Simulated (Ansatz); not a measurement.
| atom | x (Å) | y (Å) | z (Å) |
| --- | --- | --- | --- |
| B | 0.0000 | 0.0000 | 0.8347 |
| B | 0.0000 | 0.0000 | -0.8347 |

Basis set: cc-pVDZ (spherical functions). Left uncorrelated: 2 orbitals. Correlation on ROHF uses semicanonical orbitals with singles. Charge 0, multiplicity 3.

Computed with Ansatz (development build ahead of 0.2.0); the reference of a correlated method needn't be the lowest determinant of its kind.

**Question.** Give the atomization energy at this shape (free ground-state atoms in the same class of orbitals less the molecule, no zero-point energy) of triplet B2 by ROHF-CCSD(T), ROHF-CCSD, UHF-CCSD(T).

**Answer.**

```csv
method,atomization energy
ROHF-CCSD(T),57.59 kcal/mol
ROHF-CCSD,49.85 kcal/mol
UHF-CCSD(T),54.24 kcal/mol
```

Caution: large share of triples, a single reference is doubtful; the reference determinant was not shown to be the lowest. Caution for ROHF-CCSD(T), ROHF-CCSD: an unrestricted determinant lies well below; other determinants can give a lower correlated total. Caution for UHF-CCSD(T): another reference gives a lower total; the unrestricted determinant is a mixture of spin states.
